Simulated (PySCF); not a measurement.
From results back to the method.

Compound: CF3SO3H.
Z-matrix (Å and degrees, PBE0-D3(BJ)/def2-SVP geometry), rows numbered from 1:
```
O 
S   1  1.4447
O   2  1.4355  1  124.45
O   2  1.6094  1  109.02  3   128.19
C   2  1.8546  1  106.79  3  -125.84
F   5  1.3240  2  108.90  1   -57.11
F   5  1.3165  2  108.54  1    62.25
F   5  1.3152  2  110.25  1  -177.36
H   4  0.9711  2  108.54  1    19.08
```

The closed-shell ground state was solved 7 times with PySCF (density fitting, gas phase), always with PBE0, in these basis sets: 6-311+G(2d,p), 6-31G*, IGLO-III, STO-3G, cc-pVTZ, def2-SVP and pcSseg-0.

```tsv
row	total energy (Eh)	HOMO (eV)	LUMO (eV)	dipole (D)
P	-961.6021	-9.90	0.13	2.75
Q	-961.6429	-10.06	-0.21	2.70
R	-960.7670	-9.78	0.47	2.74
S	-959.3215	-9.98	-0.50	2.97
T	-961.3024	-9.69	0.66	2.92
U	-961.5629	-10.10	-0.49	2.73
V	-948.7322	-3.89	4.58	2.21
```

Q: Which basis belongs to which row?

A: P = cc-pVTZ, Q = IGLO-III, R = def2-SVP, S = pcSseg-0, T = 6-31G*, U = 6-311+G(2d,p), V = STO-3G. From the lowest total energy up: IGLO-III (299 functions) 0 eV; cc-pVTZ (258 functions) +1.11 eV; 6-311+G(2d,p) (230 functions) +2.18 eV; 6-31G* (118 functions) +9.26 eV; def2-SVP (121 functions) +23.83 eV; pcSseg-0 (78 functions) +63.17 eV; STO-3G (45 functions) +351.32 eV.

One conformer stands for the species.
